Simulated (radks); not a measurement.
The numbers below are computed, except where a source is named.
These are the eigenvalues of the occupied orbitals of an atom or ion with whole-number occupations (eV). Code: a radial shooting solver on a logarithmic mesh with Libxc functionals. Model: Dirac Kohn-Sham, PBE, spin-unpolarised, spherical densities, point nucleus.

| orbital | eigenvalue |
|---|---|
| 1s1/2 | -49769.94 |
| 2s1/2 | -9340.147 |
| 2p1/2 | -8941.015 |
| 2p3/2 | -8289.337 |
| 3s1/2 | -3072.913 |
| 3p1/2 | -2902.572 |
| 3p3/2 | -2763.715 |
| 3d3/2 | -2474.812 |
| 3d5/2 | -2443.968 |

Which element is it, and in what charge state? The configuration may be excited. Open shells, if any, are shared by 2j + 1.

Answer. Z = 63, europium, charge +35: Eu35+ in [Ar] 3d10. The list shows which subshells hold electrons but not how many an open one holds; the 1s level, -1829 hartree, gives Z - s = 60.5 by -(Z - s)^2/2, which with screening and relativity narrows Z to a few neighbours, and the depths of the outer levels then fix element, charge and occupations together.
